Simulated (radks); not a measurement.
Problem. All-electron calculation, scalar-relativistic Kohn-Sham, LDA (Slater exchange, Perdew-Wang correlation), spin-polarised, spherical densities, finite nucleus; open shells are filled with parallel spins first; Fermi nuclear charge, rms radius of each element as measured or else 0.836 A^(1/3) + 0.57 fm. Program: a radial shooting solver on a logarithmic mesh with Libxc functionals. Response by self-consistent Sternheimer equations with the Hartree and adiabatic LDA kernel, the relativistic mass of each level held fixed and spin-orbit coupling left out. For heavy and open-shell atoms this level of theory can miss by tens of per cent. Rank Cu5+, Cu, Cu2+, Cu4+, Cu6+, Cu3+, Cu+ (NIST ground configurations) by static dipole polarisability, largest first.

Solution. Cu 39.11, Cu+ 8.170, Cu2+ 3.250, Cu3+ 1.688, Cu4+ 1.030, Cu5+ 0.7054, Cu6+ 0.5280 bohr^3.
